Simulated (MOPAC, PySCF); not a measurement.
Bond stretch in N₂ (cation, charge +1), doublet.

Computed with: UKS-B3LYP/6-311+G** = unrestricted B3LYP/6-311+G**, spherical d run with PySCF; UKS-B3LYP/6-31G* = PySCF 2.14.0 with unrestricted B3LYP/6-31G*, spherical d; UKS-PBE0 = PySCF 2.14.0 with unrestricted PBE0/cc-pVDZ; PM7, unrestricted, heats of formation (MOPAC).

Energies are in kcal/mol, each relative to the lowest point of its own curve near equilibrium.

| R / Å | UKS-B3LYP/6-311+G** | UKS-B3LYP/6-31G* | UKS-PBE0 | PM7 |
|---|---|---|---|---|
| 0.82 | 286.2 | 315.4 | 311.2 | 219.3 |
| 0.89 | 135.2 | 151.4 | 148.2 | 102.0 |
| 0.93 | 81.0 | 92.1 | 89.4 | 59.3 |
| 0.99 | (withheld) | 36.1 | 34.2 | 19.5 |
| 1.03 | (withheld) | 15.1 | 13.8 | 5.7 |
| 1.07 | 2.5 | 3.8 | (withheld) | 0.0 |
| 1.10 | 0.0 | 0.2 | 0.0 | 0.1 |
| 1.13 | (withheld) | 0.0 | (withheld) | (withheld) |
| 1.17 | 5.1 | 3.8 | 4.6 | 11.9 |
| 1.20 | 10.7 | 8.9 | 10.3 | 20.6 |
| 1.28 | 29.4 | 27.1 | 29.4 | — |
| 1.37 | 49.4 | 46.8 | 50.4 | — |

Q: Fill in the missing entries.

A: 
- 0.99, UKS-B3LYP/6-311+G**: 30.5
- 1.03, UKS-B3LYP/6-311+G**: 12.0
- 1.07, UKS-PBE0: 3.1
- 1.13, UKS-B3LYP/6-311+G**: 0.6
- 1.13, UKS-PBE0: 0.2
- 1.13, PM7: 3.4

Dashes: no converged value, or the column stops at the first point that the program doubted or that broke a chosen test of continuity, which isn't proof of a fault.

The scan ran from 0.82 to 4.36 Å; beyond the distances shown one of the unrestricted levels run for this scan, shown here or not, changes its spin distribution in one step.
